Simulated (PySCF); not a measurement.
C4H5, doublet, geometry from GFN2-xTB; PBE/STO-3G (PySCF).

Input for PySCF:
```python
from pyscf import gto, scf, dft

mol = gto.M(
    atom='''
C    -0.01669866   -0.14473260    2.05451619
C    -0.00572650   -0.05021694    0.70569704
C     0.00420741    0.03413279   -0.51310411
C     0.01585773    0.13725248   -1.95067878
H    -0.94506085   -0.19981979    2.59400011
H     0.90273351   -0.16585290    2.61141141
H    -0.00059800    1.18728795   -2.25276024
H     0.91722312   -0.32377874   -2.35724285
H    -0.86013765   -0.35645090   -2.37399048
''',
    basis='sto-3g',
    spin=1,
    verbose=4,
)

mf = dft.UKS(mol)
mf.xc = 'pbe'
mf.DIIS = scf.EDIIS
mf.kernel()
mf.analyze()
```

### Question
Predict the main parts of the log of this PySCF run.

### Answer

```
PySCF version 2.14.0

[INPUT] verbose = 4
[INPUT] num. atoms = 9
[INPUT] num. electrons = 29
[INPUT] charge = 0
[INPUT] spin (= nelec alpha-beta = 2S) = 1
[INPUT] symmetry False subgroup None
[INPUT] Mole.unit = angstrom
[INPUT] Symbol           X                Y                Z      unit          X                Y                Z       unit  Magmom
[...]
nuclear repulsion = 94.5882190884109
number of shells = 17
number of NR pGTOs = 75
number of NR cGTOs = 25
basis = sto-3g
ecp = {}

******** <class 'pyscf.dft.uks.UKS'> ********
method = UKS
initial guess = minao
damping factor = 0
level_shift factor = 0
DIIS = <class 'pyscf.scf.diis.EDIIS'>
diis_start_cycle = 1
diis_space = 8
diis_damp = 0
SCF conv_tol = 1e-09
SCF conv_tol_grad = None
SCF max_cycles = 50
direct_scf = True
direct_scf_tol = 1e-13
number electrons alpha = 15  beta = 14
XC library pyscf.dft.libxc version 7.1.2
    S. Lehtola, C. Steigemann, M. J. T. Oliveira, and M. A. L. Marques,  SoftwareX 7, 1–5 (2018)
XC functionals = pbe
    J. P. Perdew, K. Burke, and M. Ernzerhof,  Phys. Rev. Lett. 77, 3865 (1996)
    J. P. Perdew, K. Burke, and M. Ernzerhof,  Phys. Rev. Lett. 78, 1396 (1997)
    J. P. Perdew, K. Burke, and M. Ernzerhof,  Phys. Rev. Lett. 77, 3865 (1996)
    J. P. Perdew, K. Burke, and M. Ernzerhof,  Phys. Rev. Lett. 78, 1396 (1997)
radial grids:
    Treutler-Ahlrichs [JCP 102, 346 (1995); DOI:10.1063/1.469408] (M4) radial grids

becke partition: Becke, JCP 88, 2547 (1988); DOI:10.1063/1.454033
pruning grids: <function nwchem_prune>
grids dens level: 3
symmetrized grids: False
atomic radii adjust function: <function treutler_atomic_radii_adjust>
small_rho_cutoff = 0
Set gradient conv threshold to 3.16228e-05
tot grids = 105512
init E= -153.613161252539

cycle= 1 E= -153.188036832413  delta_E= 0.425  |g|= 0.112  |ddm|= 2.92
cycle= 2 E= -153.185533882941  delta_E= 0.0025  |g|= 0.148  |ddm|= 0.356
cycle= 3 E= -153.188857515099  delta_E= -0.00332  |g|= 0.133  |ddm|= 0.299
cycle= 4 E= -153.198468014069  delta_E= -0.00961  |g|= 0.0385  |ddm|= 0.185
cycle= 5 E= -153.198468015029  delta_E= -9.6e-10  |g|= 0.0385  |ddm|= 4.77e-08
cycle= 6 E= -153.198468014947  delta_E= 8.23e-11  |g|= 0.0385  |ddm|= 4.07e-09
cycle= 7 E= -153.198468015002  delta_E= -5.53e-11  |g|= 0.0385  |ddm|= 2.74e-09
cycle= 8 E= -153.198468014954  delta_E= 4.79e-11  |g|= 0.0385  |ddm|= 2.38e-09
cycle= 9 E= -153.198468016682  delta_E= -1.73e-09  |g|= 0.0385  |ddm|= 8.57e-08
[...]
SCF not converged.
Total Energy =                        -153.191557527862813
[...]
Two-electron Coulomb Energy =          168.727054687002948
DFT Exchange-Correlation Energy =      -23.348220085452340
**** MO energy ****
                             alpha | beta                alpha | beta
[...]
To work with the spin densities directly, `use mulliken_meta_spin()` only printing them here.

 ** Mulliken spin pop alpha/beta on meta-lowdin orthogonal AOs **
 ** Mulliken Spin Density (per AO)  **
spin_pop of  0 C 1s       -0.00001
spin_pop of  0 C 2s        0.02911
spin_pop of  0 C 2px       0.01768
spin_pop of  0 C 2py       0.66506
spin_pop of  0 C 2pz       0.01887
spin_pop of  1 C 1s        0.00000
spin_pop of  1 C 2s       -0.01570
spin_pop of  1 C 2px      -0.03335
spin_pop of  1 C 2py      -0.08572
spin_pop of  1 C 2pz      -0.01355
spin_pop of  2 C 1s       -0.00001
spin_pop of  2 C 2s        0.01775
spin_pop of  2 C 2px       0.03468
spin_pop of  2 C 2py       0.38426
spin_pop of  2 C 2pz       0.00888
spin_pop of  3 C 1s        0.00000
spin_pop of  3 C 2s       -0.00399
spin_pop of  3 C 2px      -0.00250
spin_pop of  3 C 2py      -0.00456
spin_pop of  3 C 2pz      -0.01219
spin_pop of  4 H 1s       -0.02340
spin_pop of  5 H 1s       -0.02340
spin_pop of  6 H 1s        0.02602
spin_pop of  7 H 1s        0.00802
spin_pop of  8 H 1s        0.00802
 ** Mulliken Spin Density (per atom)  **
spin density of  0 C =      0.73071
spin density of  1 C =     -0.14831
spin density of  2 C =      0.44556
spin density of  3 C =     -0.02323
spin density of  4 H =     -0.02340
spin density of  5 H =     -0.02340
spin density of  6 H =      0.02602
spin density of  7 H =      0.00802
spin density of  8 H =      0.00802
 ** Mulliken pop alpha/beta on meta-lowdin orthogonal AOs **
 ** Mulliken pop       alpha | beta **
[...]
In total            15.00000 | 14.00000
 ** Mulliken atomic charges   ( Nelec_alpha | Nelec_beta ) **
charge of  0C =     -0.06342  (     3.39706      2.66635 )
charge of  1C =      0.05455  (     2.89857      3.04688 )
charge of  2C =     -0.18992  (     3.31774      2.87218 )
charge of  3C =     -0.15271  (     3.06474      3.08797 )
charge of  4H =      0.05996  (     0.45832      0.48172 )
charge of  5H =      0.05996  (     0.45832      0.48172 )
charge of  6H =      0.07781  (     0.47410      0.44808 )
charge of  7H =      0.07688  (     0.46557      0.45755 )
charge of  8H =      0.07688  (     0.46557      0.45755 )
Dipole moment(X, Y, Z, Debye): -0.00357, -0.01342,  0.40533
```

Convergence was not reached.
